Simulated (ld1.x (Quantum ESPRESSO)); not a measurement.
Building the TM potential for Tb (LDA (PZ), scalar-relativistic).

terbium, norm-conserving Troullier–Martins (Kleinman–Bylander form), made with ld1.x (Quantum ESPRESSO) 7.5 (LDA (PZ), scalar-relativistic). Core [Kr] 4d10, reference 4f9 5s2 5p6 5d0 6s1 6p1. Waves: 5s (bound): rc 1.60 bohr; 5p (bound): rc 1.90 bohr; 5d (bound, empty): rc 3.80 bohr; 4f (bound): rc 0.60 bohr. Local part: all-electron potential smoothed inside 0.70 bohr (lloc = -1). Core correction: Bessel-smoothed model core, default radius (core density twice the valence density).

Occupied shells without a wave of their own: 6p, 6s. They enter only through the test configuration that unscreens the potential, and ld1.x also counts them in the model core charge.

(1) Does the generator finish with these settings?

## Answers

(1) No. ld1.x (Quantum ESPRESSO) 7.5 stopped with "the pseudo-atom did not reach self-consistency". Before that it printed "Warning: n=2, l=0 expected 1 nodes, found 2".
